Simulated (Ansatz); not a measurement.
`[SiH3]C1=C(Br)C1`. Charge 0, multiplicity 1. Correlated methods include outer-core shells of Br, which these sets cover unevenly. Scalar relativity is left out up to krypton.

Cartesian coordinates in Å:
```
Si 0.4495 -1.4137 -0.8616
C 0.0491 0.0712 0.1363
C 0.1969 0.8724 1.1411
Br 1.1068 1.2495 2.6922
C -0.8618 1.3169 0.2341
H 0.8727 -0.9884 -2.2205
H 1.5393 -2.1812 -0.2100
H -0.7644 -2.2610 -0.9825
H -1.9066 1.1815 0.5126
H -0.6814 2.1526 -0.4417
```

Question: Give the diagnostics of a CCSD(T)/def2-TZVPP run (frozen core, Ansatz). (An estimate is asked.)

Answer: Ansatz gave: T1 = 0.0099, largest single amplitude 0.019, largest double 0.060, (T) share of the correlation energy 4.3 %, 9 CCSD cycles. The RHF solution is stable towards an unrestricted one. T1 lies under the customary mark of 0.02 for closed shells.
